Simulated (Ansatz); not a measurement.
Basis-set series for C₃H₇NSi, SMILES `NC1=C[SiH2]C1`. The species carries charge 0 and has multiplicity 1. The geometry is a stationary point of PBE0-D4/def2-TZVP. It is one conformer, not always the lowest.

| functional | basis | functions | energy (Eh) | HOMO (eV) | LUMO (eV) |
| --- | --- | --- | --- | --- | --- |
| PBE0-D4 | def2-SVP | 109 | -462.20888 | -6.05 | 1.03 |
| PBE0-D4 | def2-QZVPP | 508 | -462.52204 | -6.22 | 0.36 |
| ωB97M-V | def2-SVP | 109 | -462.41902 | -8.17 | 3.06 |
| ωB97M-V | def2-QZVPP | 508 | -462.74028 | -8.36 | 1.51 |

(1) Give the rows for def2-TZVPP. (An estimate is asked.)

Results:

(1) Ansatz gave: 
```tsv
functional	basis	functions	energy (Eh)	HOMO (eV)	LUMO (eV)
PBE0-D4	def2-TZVPP	264	-462.50238	-6.18	0.68
ωB97M-V	def2-TZVPP	264	-462.72197	-8.33	2.16
```

Positive LUMOs are unbound and depend on the basis.
